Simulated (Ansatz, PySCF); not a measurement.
Gas-phase reaction in SMILES: CCCC=O -> [CH2]CCC=O + H atom (the C-H bond at the site shown breaks; other sites are not compared here)
Geometries: B3LYP-D3(BJ)/def2-TZVP minima from Ansatz (an electronic-structure program), one conformer each, not searched for the lowest. Frequencies are from Ansatz.

Property: bond dissociation energy (enthalpy at 298 K, with B3LYP-D3(BJ) rigid-rotor harmonic-oscillator terms), in kJ/mol. Correlated levels leave the core frozen unless marked. UHF or UKS for open shells. Spin-orbit coupling is left out. Non-relativistic. CBS marks a two-point X^-3 extrapolation of the correlation energy; Hartree-Fock from the larger set. [CCSD(T)-MP2]/basis is that difference in the basis named.

| level | program | bond dissociation energy (kJ/mol) | minus last row |
|---|---|---|---|
| HF/STO-3G | Ansatz | 428.2 | 1.2 |
| HF/6-31G | Ansatz | 312.0 | -115.0 |
| HF/def2-TZVPD | PySCF | 314.3 | -112.7 |
| HF-D3(BJ)/def2-TZVPD | PySCF + dftd3 | 324.9 | -102.1 |
| PBE-D3(BJ)/def2-TZVPD | Ansatz + dftd3 | 407.8 | -19.2 |
| PBE-D4/def2-TZVPD | Ansatz + dftd4 | 407.5 | -19.5 |
| r2SCAN-D3(BJ)/def2-TZVPD | Ansatz + dftd3 | 400.2 | -26.8 |
| B3LYP-D3(BJ)/def2-TZVPD | Ansatz + dftd3 | 415.0 | -12.0 |
| PBE0/STO-3G | Ansatz | 539.8 | 112.8 |
| PBE0/def2-QZVPP | Ansatz | 406.8 | -20.2 |
| TPSSh-D4/def2-TZVPD | PySCF + dftd4 | 414.8 | -12.2 |
| HSE06/def2-TZVPD | Ansatz | 406.6 | -20.4 |
| LC-wPBE-D4/def2-TZVPD | Ansatz + dftd4 | 406.9 | -20.1 |
| LC-wPBE/def2-TZVPD | Ansatz | 405.6 | -21.4 |
| MP2/STO-3G | Ansatz | 535.1 | 108.1 |
| RI-MP2/CBS(cc-pVTZ,cc-pVQZ) | Ansatz | 425.7 | -1.3 |
| SCS-MP2/6-31G | Ansatz | 379.8 | -47.2 |
| SCS-MP2/6-31G* | Ansatz | 395.5 | -31.5 |
| SCS-MP2/cc-pVTZ | Ansatz | 426.4 | -0.6 |
| CCSD(T)/cc-pVTZ | Ansatz | 420.6 | -6.4 |
| RI-MP2/CBS(cc-pVTZ,cc-pVQZ)+[CCSD(T)-MP2]/cc-pVTZ | Ansatz | 427.0 | 0.0 |
